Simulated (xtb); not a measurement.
CHO2, SMILES C(=[OH+])=O, charge +1. All values are semi-empirical tight-binding results from xtb (GFN2-xTB unless named), good for trends rather than for accurate numbers. Geometry optimised at GFN2-xTB. The isomer is the one that the SMILES or the coordinates give; other isomers of the formula were not compared.

| Property | Result |
|---|---|
| point group as xtb finds it | Cs |
| orbital gap | 7.96 eV |
| zero-point energy | 12.6 kcal/mol |
| G − E(el) at 298.15 K (modified RRHO) | -1.7 kcal/mol |
| static polarisability (D4 model) | 18.7 bohr³ |
| solvation energy, GFN2-xTB/ALPB(water) | -81.4 kcal/mol |
| solvation energy, GFN2-xTB/ALPB(thf) | -69.2 kcal/mol |

Computed IR lines (harmonic; lines under 4 % of the strongest left out, lines within 3 cm⁻¹ merged):
ν (cm⁻¹): 530 (w), 688 (s), 2552 (vs), 3135 (s) (against the strongest line: vs over 80 %, s over 45 %, m over 15 %, w over 4 %, vw less)
